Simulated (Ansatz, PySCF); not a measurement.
Gas-phase reaction (SMILES): Cl[Si]Br → [Si]Cl + Br atom; the Br-Si bond at the site shown breaks (other sites are not compared here).

Structures are relaxed separately at B3LYP-D3(BJ)/def2-TZVP in Ansatz (a quantum-chemistry and plane-wave program). Valence correlation only, unless marked. Open shells are spin-unrestricted. Spin-orbit coupling is left out. The frozen core is the preceding noble-gas configuration, with the filled d and f shells of earlier blocks. No relativistic terms. Basis-set limits of correlation are two-point, X^-3; Hartree-Fock from the larger set. Unstable Hartree-Fock reference: Cl[Si]Br. Thermal terms are rigid-rotor harmonic-oscillator values from B3LYP-D3(BJ) frequencies (PySCF) at 298.15 K and 1 atm. 1 Eh = 627.5095 kcal/mol. Atoms have translation alone.

```
species   E, CCSD(T)/CBS(def2-TZVPP,def2-QZVPP) (Ansatz) (Eh)  E, PBE0-D4/def2-TZVPD (Ansatz + dftd4) (Eh)  H - E (Eh)
--------  ---------------------------------------------------  -------------------------------------------  ----------
Cl[Si]Br                                          -3321.59143                                  -3323.36973     0.00733
[Si]Cl                                             -748.81207                                   -749.41238     0.00469
Br atom                                           -2572.63373                                  -2573.81224     0.00236
```

Work out ΔE and ΔH at 298.15 K at the first level, then ΔH at the second.


1. ΔE = [(-748.81207) + (-2572.63373)] - [(-3321.59143)] = 0.14563 Eh = 91.4 kcal/mol at CCSD(T)/CBS(def2-TZVPP,def2-QZVPP).
2. The terms H - E add up to -0.00028 Eh, so ΔH = (0.14563 + (-0.00028))×627.5095 = 91.2 kcal/mol.
3. At PBE0-D4/def2-TZVPD the same steps give ΔE = 91.1 and ΔH = 90.9 kcal/mol, a shift of -0.3 from the first level.
4. These values are not checked against measurement here, since the tables used lack a sound gas-phase enthalpy of formation for at least one species.
